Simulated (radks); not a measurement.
Spherical quantum dot in the effective-mass picture: electrons in a parabolic well V = omega^2 r^2 / 2 with omega = 2.35, with a point charge +1 (a donor) at the centre, all in effective atomic units (hartree* = m*/eps^2 hartree, bohr* = eps/m* bohr), one dielectric constant everywhere. Calculated with a radial shooting solver with Libxc functionals: non-relativistic Kohn-Sham, LDA (Slater exchange, Perdew-Wang correlation), spin-polarised, spherical densities. Levels are named by radial order and angular momentum (1s, 1p, 1d, 2s, ...), and open shells are averaged over m. Results are scaled to m* = 0.294 and eps = 17.7, for which hartree* = 25.54 meV and bohr* = 3.186 nm.

N = 11, configuration 1s2 1p6 1d(up 1, down 0) 2s2. This is the lowest configuration that the search found. Occupied and some empty levels:

level,occupation,eigenvalue (meV),<r> (nm)
1s up,1,284.59,2.589
1s down,1,285.25,2.579
1p up,3,332.96,3.573
1p down,3,333.95,3.569
2s up,1,375.37,3.721
2s down,1,376.12,3.728
1d up,1,379.10,4.203
1d down,0,380.18,4.204
1f up,0,427.14,4.709
1f down,0,428.18,4.713
2p up,0,432.38,4.317
2p down,0,433.07,4.321
1g up,0,477.07,5.149
1g down,0,478.03,5.155

Energy (meV): total 2496.92, kinetic 691.02, external 734.68, Hartree 1264.8, exchange-correlation -193.62.
